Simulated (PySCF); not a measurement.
Compound: C₄H₇ClOSi.
Numbering: `[CH2:1]=[C:2]1[CH2:3][O:4][Si@H:5]([Cl:6])[CH2:7]1`

Geometry (GFN2-xTB, Å), atoms numbered from 1 in this order:
```
atom  x, y, z in Å
C1    -2.046   -0.433   -0.042
C2    -0.771   -0.097   -0.127
C3    -0.294    1.334   -0.056
O4     1.077    1.390    0.266
Si5    1.822   -0.050    0.438
Cl6    3.508   -0.050   -0.643
C7     0.370   -1.062   -0.264
H8    -2.363   -1.460   -0.092
H9    -2.822    0.305    0.069
H10   -0.432    1.835   -1.022
H11   -0.850    1.894    0.702
H12    2.123   -0.315    1.838
H13    0.528   -1.290   -1.322
H14    0.149   -2.002    0.234
```

Definitions: NICS(0) = −σiso at the ring centroid; NICS(1) = −σiso and NICS(1)zz = −σzz at ±1 Å along the ring normal z. Level: GIAO PBE0/pcSseg-1 (PySCF, non-relativistic, gas phase) on the GFN2-xTB geometry, one conformer.

Ring bond lengths (Å), with Mayer bond orders in brackets: C2–C3 1.510 (0.98), C3–O4 1.409 (0.89), O4–Si5 1.630 (1.03), Si5–C7 1.904 (0.89), C7–C2 1.501 (1.00).

What do the NICS probes read (ppm)?

```
           ring                                                    type  NICS(0)  NICS(1), two faces  NICS(1)zz, two faces  rms pucker (Å)  centre to ring atoms, mean (Å)
C2–C3–O4–Si5–C7  5-membered ring with O and Si; formal bonds all single     -3.3         -2.0 / -3.2           -1.0 / -4.3            0.11                            1.34
```

What do they say, and how far can they be read as aromaticity?

- C2–C3–O4–Si5–C7: mean NICS(1)zz -2.7 ppm, near zero. C3, Si5, C7 have four or more neighbours; no verdict on aromaticity is drawn. The two faces differ by 3.3 ppm, so no symmetry operation interchanges them.

List the ring angles and the Hirshfeld charges of the ring atoms.

- C2–C3–O4–Si5–C7: C2 111.9° (+0.006 e), C3 110.8° (+0.007 e), O4 115.7° (-0.239 e), Si5 94.7° (+0.414 e), C7 101.8° (-0.169 e); sum 534.9° against 540° for a flat convex ring.
